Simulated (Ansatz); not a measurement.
ethyl chloride (C$_{2}$H$_{5}$Cl), singlet, at a GFN2-xTB geometry; CCSD(T)/STO-3G in Ansatz (an electronic-structure program).

Here is a job for Ansatz.
Ansatz 0.2 input:
```yaml
crystal:
  periodic: [false, false, false]
  atoms:
    - {symbol: C, position_ang: [-0.00578266, 0.81408047, 0.00388119]}
    - {symbol: C, position_ang: [1.49937549, 0.64571335, 0.01197375]}
    - {symbol: Cl, position_ang: [-0.81644577, -0.78003028, -0.00858054]}
    - {symbol: H, position_ang: [-0.35582726, 1.33308241, 0.89581714]}
    - {symbol: H, position_ang: [-0.34528210, 1.34165751, -0.88709949]}
    - {symbol: H, position_ang: [1.97200498, 1.62579809, 0.01948295]}
    - {symbol: H, position_ang: [1.81834071, 0.09636047, 0.89417838]}
    - {symbol: H, position_ang: [1.82878474, 0.10485333, -0.87163951]}
basis:
  gaussian:
    orbitals: STO-3G
magnetization: {spin_polarized: false}
correlation: {method: ccsd_t, electrons: outside_noble_gas}
accuracy: high
```

What the program printed (banner, timings and long lists left out):

```
Functional definition: HF
453 factors; integrals over basis functions are off by at most 2.3e-8 eV
mean field evaluation 1: about -14483.1939 eV, gradient 1.8e1 eV
mean field evaluation 2: about -14483.3525 eV, gradient 1.8e1 eV
mean field evaluation 4: about -14484.7615 eV, gradient 1.1e0 eV
mean field evaluation 8: about -14484.7665 eV, gradient 3.3e-6 eV
mean field evaluation 16: about -14484.6083 eV, gradient 1.1e0 eV
mean field -14484.76648961 eV, -532.3053503657 hartree, gradient 2.7e-8 eV, S^2 0.000000; 0 other end points of the search recorded, 0 dependent functions left out
7 core orbitals not correlated
reference -14484.76648961 eV, -532.3053503657 hartree; 10, 10 occupied and 7, 7 virtual orbitals, 453 factors
second order -3.06440421 eV of doubles, -0.00000000 eV of singles
cycle   1  -3.74337683 eV  change   -6.8e-1 eV  update   6.0e-2
cycle   2  -4.07305692 eV  change   -3.3e-1 eV  update   2.3e-2
cycle   3  -4.09278575 eV  change   -2.0e-2 eV  update   3.9e-3
cycle   4  -4.09464465 eV  change   -1.9e-3 eV  update   1.1e-3
cycle   5  -4.09458647 eV  change    5.8e-5 eV  update   2.5e-4
cycle   6  -4.09459948 eV  change   -1.3e-5 eV  update   4.9e-5
cycle   7  -4.09461633 eV  change   -1.7e-5 eV  update   1.7e-5
cycle   8  -4.09461901 eV  change   -2.7e-6 eV  update   4.4e-6
cycle   9  -4.09461784 eV  change    1.2e-6 eV  update   1.2e-6
cycle  10  -4.09461733 eV  change    5.1e-7 eV  update   2.9e-7
cycle  11  -4.09461728 eV  change    4.8e-8 eV  update   8.0e-8
cycle  12  -4.09461724 eV  change    4.0e-8 eV  update   2.5e-8
cycle  13  -4.09461728 eV  change   -3.8e-8 eV  update   1.5e-8
cycle  14  -4.09461686 eV  change    4.1e-7 eV  update   7.0e-8
cycle  15  -4.09461673 eV  change    1.3e-7 eV  update   2.1e-8
cycle  16  -4.09461671 eV  change    1.7e-8 eV  update   4.5e-9
cycle  17  -4.09461671 eV  change    3.6e-9 eV  update   1.5e-9
cycle  18  -4.09461671 eV  change    1.4e-9 eV  update  4.4e-10
perturbative correction -0.02405117 eV, -0.0008838643 hartree
Total energy: -14488.88515749 eV, -532.4567086187 hartree
```
